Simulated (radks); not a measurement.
Task: Valence configurations of Cu II (all share [Ar]). Calculated with a radial shooting solver on a logarithmic mesh with Libxc functionals: Dirac Kohn-Sham, PBE, spin-unpolarised, spherical densities, point nucleus; open shells fill j = l - 1/2 first. Order these by energy: 3d8 4p2; 3d9 4p1; 3d10; 3d9.5 4p0.5; 3d9 4s1; 3d8 4s1 4p1; 3d8 4s2; 3d8 4s0.5 4p1.5; 3d9.5 4s0.5; 3d8.5 4s1.5.

Result: From the lowest, in eV above it: 3d10 0.000; 3d9.5 4s0.5 1.221; 3d9 4s1 3.312; 3d9.5 4p0.5 4.007; 3d8.5 4s1.5 6.395; 3d9 4p1 9.233; 3d8 4s2 10.590; 3d8 4s1 4p1 17.148; 3d8 4s0.5 4p1.5 20.487; 3d8 4p2 23.863. NIST lists [Ar] 3d10 as the ground configuration; this level of theory agrees among the configurations tried. The energies are those of spherical spin-averaged densities, not of single terms.
